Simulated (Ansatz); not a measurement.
CdI2 (the lowest singlet isomer of a short search) was relaxed with r2SCAN-D4 (def2-TZVP) in Ansatz in these states: charge +1 doublet, neutral quintet, neutral singlet, neutral triplet. The geometries follow in no particular order.

In the def2 sets Cd, I take a core potential; there is no spin–orbit coupling.

A:

```
atom    x (Å)    y (Å)    z (Å)
 Cd1   0.0009  -0.0017  -0.0026
  I2  -1.2231  -2.1038   0.9496
  I3   1.2222   2.1055  -0.9470
```

B:

Cartesian coordinates in Å:
```
Cd 0.0010 0.0019 0.0086
I -0.8714 -2.3546 0.6208
I 0.8704 2.3526 -0.6294
```

C:

Cartesian coordinates in Å:
```
Cd 0.540 0.630 -1.332
I -1.750 0.410 0.409
I 1.210 -1.040 0.923
```

D:

```xyz
3

Cd   -0.006   -0.021    0.037
I     1.046    2.556    1.603
I    -1.040   -2.535   -1.640
```

Question: Judge from the bond lengths which geometry belongs to which state (an estimate).

Answer: A is the charge +1 doublet (Cd1–I3 2.612 Å, Cd1–I2 2.612 Å); B is the neutral singlet (Cd1–I3 2.586 Å, Cd1–I2 2.586 Å); C is the neutral triplet (Cd1–I3 2.884 Å, Cd1–I2 2.884 Å); D is the neutral quintet (Cd1–I3 3.194 Å, Cd1–I2 3.194 Å).

At PBE0-D4/def2-TZVP a singlet lies 2.25 eV below the neutral triplet. At PBE0-D4/def2-TZVP a singlet lies 7.59 eV below the neutral quintet. These are the stationary points nearest to one start from a short search; other shapes may lie lower in each state.
